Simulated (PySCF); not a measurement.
Gas-phase reaction: GeHCl + H2 → GeH3 + Cl

Computed with PySCF and rigid-rotor harmonic-oscillator thermochemistry at 1 bar. † marks an energy on the PBE0/def2-TZVP geometry and frequencies. Open shells (unrestricted): GeH3 (multiplicity 2), Cl (multiplicity 2); the rest are closed-shell singlets. Spin-orbit splitting is ignored; it lowers the true energy and changes the entropy of Cl. Ge: all electrons, no relativistic terms. GeHCl, GeH3: computed as isolated molecules; such fragments, hydroxides, amides, oligomers or adducts are transient or little studied in the gas.

| level | ΔH°(298 K), kJ |
|---|---|
| BLYP/def2-TZVP† | 307 |
| PBE/def2-TZVP† | 302 |
| PBE0/def2-QZVP† | 278 |
| PBE0/def2-SVP† | [?] |
| r2SCAN/def2-TZVP† | [?] |
| ωB97X-V/def2-TZVP† | [?] |

### Question
What belongs in the gaps?

### Answer

- PBE0/def2-SVP†, ΔH°(298 K), kJ: 265
- r2SCAN/def2-TZVP†, ΔH°(298 K), kJ: 278
- ωB97X-V/def2-TZVP†, ΔH°(298 K), kJ: 285
